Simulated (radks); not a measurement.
Species: the caesium ion Cs4+. Configuration: [Kr] 4d10 5s2 5p3. Method: scalar-relativistic Kohn-Sham, PBE, spin-unpolarised, spherical densities, point nucleus; computed with a radial shooting solver on a logarithmic mesh with Libxc functionals.

Unscreened Slater integrals over Kohn-Sham orbitals (hartree). Empty in this configuration: 5d.

| integral | value |
|---|---|
| F0(5p,5p) | 0.48467 |
| F2(5p,5p) | 0.26454 |
| F0(5p,5s) | 0.51271 |
| G1(5p,5s) | 0.34671 |
| F0(5p,4d) | 0.59909 |
| F2(5p,4d) | 0.17908 |
| G1(5p,4d) | 0.054300 |
| G3(5p,4d) | 0.052227 |
| F0(5p,4p) | 0.60802 |
| F2(5p,4p) | 0.16024 |
| G0(5p,4p) | 0.032152 |
| G2(5p,4p) | 0.041720 |
| F0(5p,5d) | 0.41490 |
| F2(5p,5d) | 0.21016 |
| G1(5p,5d) | 0.24638 |
| G3(5p,5d) | 0.15519 |
| F0(5s,5s) | 0.54834 |
| F0(5s,4d) | 0.66512 |
| G2(5s,4d) | 0.080373 |
| F0(5s,4p) | 0.67676 |
| G1(5s,4p) | 0.051884 |
| F0(5s,5d) | 0.42984 |
| G2(5s,5d) | 0.16052 |
| F0(4d,4d) | 1.0839 |
| F2(4d,4d) | 0.55159 |
| F4(4d,4d) | 0.36784 |
| F0(4d,4p) | 1.1443 |
| F2(4d,4p) | 0.58573 |
| G1(4d,4p) | 0.74555 |
| G3(4d,4p) | 0.46435 |
| F0(4d,5d) | 0.47608 |
| F2(4d,5d) | 0.10758 |
| F4(4d,5d) | 0.047677 |
| G0(4d,5d) | 0.025926 |
| G2(4d,5d) | 0.031303 |
| G4(4d,5d) | 0.025765 |
| F0(4p,4p) | 1.2168 |
| F2(4p,4p) | 0.63955 |
| F0(4p,5d) | 0.48154 |
| F2(4p,5d) | 0.096158 |
| G1(4p,5d) | 0.033790 |
| G3(4p,5d) | 0.027156 |
| F0(5d,5d) | 0.37237 |
| F2(5d,5d) | 0.20078 |
| F4(5d,5d) | 0.13608 |

Derived for the open shells (J is the average intra-shell exchange parameter used in DFT+U). 5p: J = F2/5 = 0.05291 hartree.
